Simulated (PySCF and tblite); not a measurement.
Values are calculated unless marked as measured or tabulated.
## Dynamics report: rotation

System: C6H6O2, numbered as in [CH2:1]=[CH:2][C:3]1=[C:4]([O:5][CH:6]=[O:7])[CH2:8]1.

Motion: rotation about the C6–O5 bond (torsion O7–C6–O5–C4 from 0° to 180°, rising). Geometries: GFN2-xTB; energies: PBE0/pcSseg-1 + D3(BJ); zero-point and thermal terms from GFN2-xTB harmonic modes (soft modes blended into free rotors). Rates follow Eyring's equation with the number of equivalent paths and no tunnelling. Programs: tblite and PySCF.

```tsv
point	symmetry	E(GFN2) kcal/mol	E(DFT) kcal/mol	ZPE change kcal/mol	lowest mode cm⁻¹	dipole D
start	Cs	0.0	0.0	0.00	63	1.08
saddle	C1	13.0	11.3	-0.79	271i	2.10
end	Cs	3.6	3.9	-0.20	74	3.38
```

* Electronic barrier: 11.3 kcal/mol
* Barrier with zero-point energy: 10.5 kcal/mol
* ΔH‡ (298 K): 10.3 kcal/mol
* ΔS‡ (298 K, symmetry apart): -0.9 cal/(mol K)
* Paths: 2 equivalent paths
* End point: a different minimum
* Mean lifetime of the start against this motion at 298 K: 4.5 µs
* Cost: 49 s on 1 thread of Arm Neoverse V2, on a host shared with other jobs (rough), peak memory 0.76 GiB, launched as `OMP_NUM_THREADS=1 python ens_run.py task.json out`

```
T/K  ΔG‡ kcal/mol    k s⁻¹  ΔG kcal/mol  k back s⁻¹
150          10.5   0.0033          3.7         771
200          10.5       28          3.6     2.7×10⁵
250          10.5     6470          3.6     9.1×10⁶
298          10.6  2.2×10⁵          3.5       9×10⁷
350          10.6  3.4×10⁶          3.5     5.2×10⁸
400          10.7  2.5×10⁷          3.4     1.9×10⁹
500          10.8  3.9×10⁸          3.3    1.1×10¹⁰
```

ΔG and ΔG‡ leave out symmetry numbers and mirror images; rates count paths: 2 out, 2 back.
